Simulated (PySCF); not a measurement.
Al(All)(Cl)(F) (C3H5AlClF), SMILES [F][Al]([CH2]C=C)[Cl]. Geometry optimised at PBE0-D3(BJ)/def2-SVP. The structure was generated by enumeration; whether it is a known compound was not checked. The values are those of a single conformer.

Give the equilibrium geometry at PBE0-D3(BJ)/def2-SVP (PySCF confirms it by a frequency run) as Cartesian coordinates in Å. (Estimate from the structure and the level; the computed values follow.)

One answer among several that fit: 
```xyz
11

Al     0.2383    -0.1520     0.4443
C     -0.0601    -1.7113    -0.6778
C     -0.2672    -0.6816    -1.7356
C      0.6653     0.2142    -2.1363
H     -0.9154    -2.3764    -0.5258
H      0.8781    -2.2749    -0.7887
H     -1.2966    -0.5286    -2.0850
H      1.7145     0.1366    -1.8254
H      0.4106     1.0218    -2.8255
Cl    -1.3033     0.9898     1.2902
F      1.8042     0.2493     0.8488
```
Charge 0, spin multiplicity 1.
